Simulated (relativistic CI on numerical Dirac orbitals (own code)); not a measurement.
**Crystal-field levels of Cr+, 3d5**

Calculated by Dirac-Coulomb-Breit CI, KLI orbitals optimised for each configuration, model QED (radiative potential, 1s self-energy scaled to tabulated hydrogen-like ionisation energies), valence Slater integrals scaled by 0.65, one configuration in a parametric crystal field (own radial code).

Field parameters in Wybourne normalisation: Oh B⁴₀ = 21Dq, B⁴₄ = √(5/14) B⁴₀. The field is a parameter set, without covalency.

S is read from ⟨S²⟩ = S(S + 1).

Levels (cm⁻¹, degeneracy): 0 (2), 0 (4), 7484 (2), 7795 (4), 8076 (4), 8114 (2), 8198 (2), 8205 (4), 11832 (2), 11833 (2), 11834 (4), 11835 (4).

Question: Which field gives this pattern?
A. Oh, 10Dq = 23300 cm⁻¹
B. Oh, 10Dq = 6200 cm⁻¹
C. Oh, 10Dq = 2400 cm⁻¹
D. Oh, 10Dq = 10000 cm⁻¹

Answer: D. Oh, 10Dq = 10000 cm⁻¹, ground level with S = 2.50.
